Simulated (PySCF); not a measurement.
**Worked example: entropy of an ideal gas**

Si(CCH)(H)2(Me) (C3H6Si), SMILES C[SiH2]C#C.

The structure is a stationary point at r2SCAN-D4/def2-SVP.

r2SCAN-D4/def2-SVP run with PySCF 2.14.0 gives the harmonic wavenumbers 133, 161, 242, 328, 486, 610, 703, 708, 716, 717, 752, 881, 904, 948, 1255, 1428, 1432, 2131, 2219, 2222, 3041, 3149, 3153, 3459 cm⁻¹ and the rotational temperatures 0.6936, 0.1545, 0.1327 K. The molar mass is 70.17 g/mol, the symmetry number 1, the spin multiplicity 1.

Question: Work out the entropy at 298.15 K and 1 atm in the rigid-rotor, harmonic-oscillator model.

Answer: 
Translation (Sackur–Tetrode at 1 atm): S = R[1.5 ln M + 2.5 ln T − 1.16487] = 161.8 J/(mol K).
Rotation: q = (√π/σ) T^1.5/√(θA θB θC) = 76500, S = R[ln q + 3/2] = 106.0 J/(mol K).
Vibration: with u = 1.4388 ν/T, each mode gives R[u/(e^u − 1) − ln(1 − e^−u)]:
```
ν (cm⁻¹)  modes     u  S (J/(mol K))
--------  -----  ----  -------------
133           1  0.64          12.14
161           1  0.78          10.62
242           1  1.17           7.48
328           1  1.58           5.31
486           1  2.35           2.90
610           1  2.94           1.81
703           1  3.39           1.27
708           1  3.42           1.24
716           1  3.46           1.20
717           1  3.46           1.20
752           1  3.63           1.05
881           1  4.25           0.63
904           1  4.36           0.58
948           1  4.57           0.48
1255          1  6.06           0.14
1428          1  6.89           0.07
1432          1  6.91           0.07
```
The stiffer modes add less than 0.005 each. Sum 48.2 J/(mol K).
Spin: R ln 1 = 0.0 J/(mol K).
Total 315.9 J/(mol K); the program's own thermochemistry gives 316.0. Translation makes up 51 % and vibration 15 %. Anharmonicity, hindered rotation and orbital degeneracy are left out.
